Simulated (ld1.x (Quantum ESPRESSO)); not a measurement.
## Building the PAW potential for H (PBE, scalar-relativistic).

* Element: H
* Generator: ld1.x (Quantum ESPRESSO) 7.5
* Type: PAW
* Functional: PBE
* Relativity: scalar-relativistic
* Frozen core: none
* Valence charge: 1
* Reference configuration: 1s1
* Partial waves: 1s (bound): rcut 1.20, rcutus 1.55 bohr; 1s channel at 0.25 Ry: rcut 1.20, rcutus 1.55 bohr; 2p channel at 0.25 Ry: rcut 1.25, rcutus 1.45 bohr
* Local potential: all-electron potential smoothed inside 1.10 bohr (lloc = -1)
* Core correction: none
* Augmentation charge: BESSEL, radius 1.25 bohr

All-electron outer shells of the reference configuration (PBE, scalar-relativistic, ld1.x):

| shell | level (eV) | outermost node (bohr) | outermost maximum (bohr) |
| --- | --- | --- | --- |
| 1s | -6.49 | – | 1.03 |

Task: Estimate the cutoffs (Ry, on a coarse ladder) from which the occupation-weighted sum of valence levels, in a spherical-Bessel basis at the reference potential, stays within 10 and 1 mRy of its value at 400 Ry.

Result: 10 Ry and 18 Ry.

Task: Does the potential have ghost states?

Result: No extra level below or beside the all-electron valence levels (s, p, d, f tested).

Task: Is the overlap operator S = 1 + Σ q|β⟩⟨β| positive definite (Bessel basis up to 400 Ry)?

Result: Yes: its lowest eigenvalue is 0.90 (p channel).
